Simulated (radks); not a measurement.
Task: These are the eigenvalues of the occupied orbitals of an atom or ion with whole-number occupations (eV). Method: scalar-relativistic Kohn-Sham, RPBE, spin-unpolarised, spherical densities, finite nucleus; Fermi nuclear charge, rms radius of each element as measured or else 0.836 A^(1/3) + 0.57 fm; computed with a radial shooting solver on a logarithmic mesh with Libxc functionals.

| orbital | eigenvalue |
|---|---|
| 1s | -205.0943 |
| 2s | -25.3756 |
| 3d | -4.3922 |

Which element is it, and in what charge state? The configuration may be excited.

Result: Z = 5, boron, charge +1: B+ in [He] 2s1 3d1. The list shows which subshells hold electrons but not how many an open one holds; the 1s level, -7.5371 hartree, gives Z - s = 3.9 by -(Z - s)^2/2, which with screening and relativity narrows Z to a few neighbours, and the depths of the outer levels then fix element, charge and occupations together.
